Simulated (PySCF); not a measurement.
**Calcium: a sound run and one with changed settings**

Sound run: Ca [Ar] 4s2, Ca⁺ [Ar] 4s1. Calculation: PySCF 2.14, in aug-cc-pVDZ-X2C; the spin-free X2C one-electron Hamiltonian (Gaussian nucleus). The sound run starts from symmetry-adapted Hartree-Fock orbitals and uses a fine grid where one is needed.

Changed run: initial guess sap, at most 3 SCF cycles. This setting is unsound on purpose.

```json
{"species": "Ca", "method": "UHF", "sound run (hartree)": "-679.62922", "changed run (hartree)": "-679.62922", "converged": "no"}
{"species": "Ca", "method": "B3LYP", "sound run (hartree)": "-680.47376", "changed run (hartree)": "-680.47376", "converged": "no"}
{"species": "Ca", "method": "PBE0", "sound run (hartree)": "-680.27286", "changed run (hartree)": "-680.27286", "converged": "no"}
{"species": "Ca⁺", "method": "UHF", "sound run (hartree)": "-679.44009", "changed run (hartree)": "-679.44009", "converged": "no"}
{"species": "Ca⁺", "method": "B3LYP", "sound run (hartree)": "-680.24587", "changed run (hartree)": "-680.24420", "converged": "no"}
{"species": "Ca⁺", "method": "PBE0", "sound run (hartree)": "-680.05055", "changed run (hartree)": "-680.04875", "converged": "no"}
```

The SCF was stopped early; the energies are upper bounds that still move, and correlated levels were skipped or rest on poor orbitals.
